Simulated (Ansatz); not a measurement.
Al₂Cl₆⁻. Total charge -1; doublet. Geometry r2SCAN-D4/def2-SVP, that of the neutral singlet; atoms count from 1.

```xyz
8

Al   -0.813   -1.299    0.486
Al    0.818    1.298   -0.479
Cl    1.000   -0.950   -0.865
Cl   -0.933    0.938    0.948
Cl    2.481    1.963    0.591
Cl   -2.450   -1.865   -0.678
Cl   -0.232   -2.340    2.198
Cl    0.129    2.254   -2.201
```

The highest occupied level of the charge -1 doublet lies above zero (up to 2.12 eV). By energy differences it is unbound by 0.60 eV (vertical, to the charge 0 singlet, at PBE0-D4/def2-SVP) and held by the finite basis. The structure comes from a short search, and lower isomers may exist.

**Question.** Estimate the Mulliken populations from the PBE0/def2-SVP orbitals of Ansatz.

**Answer.** 
| atom | charge (e) | spin (α − β) |
| --- | --- | --- |
| Al1 | 0.40 | 0.48 |
| Al2 | 0.40 | 0.48 |
| Cl3 | -0.28 | -0.01 |
| Cl4 | -0.28 | -0.01 |
| Cl5 | -0.31 | 0.01 |
| Cl6 | -0.31 | 0.01 |
| Cl7 | -0.31 | 0.01 |
| Cl8 | -0.31 | 0.01 |
Mulliken values and Mayer orders depend strongly on the basis.

**Question.** Where does the spin sit?

**Answer.** Summed by element: Al 0.96, Cl 0.04, of 1 unpaired in all. Largest on single atoms: Al2 0.48, Al1 0.48, Cl8 0.01.

**Question.** And the Mayer bond orders between bonded heavy atoms (over 0.3)?

**Answer.** Al1–Cl3 0.55 (2.29 Å); Al1–Cl4 0.55 (2.29 Å); Al1–Cl6 1.02 (2.09 Å); Al1–Cl7 1.02 (2.09 Å); Al2–Cl3 0.55 (2.29 Å); Al2–Cl4 0.55 (2.29 Å); Al2–Cl5 1.02 (2.09 Å); Al2–Cl8 1.02 (2.09 Å). Values over 0.3 also appear between atoms too far apart for a bond (Al1–Al2 0.41 at 3.22 Å); they arise where an orbital or an unpaired electron spreads over both atoms.
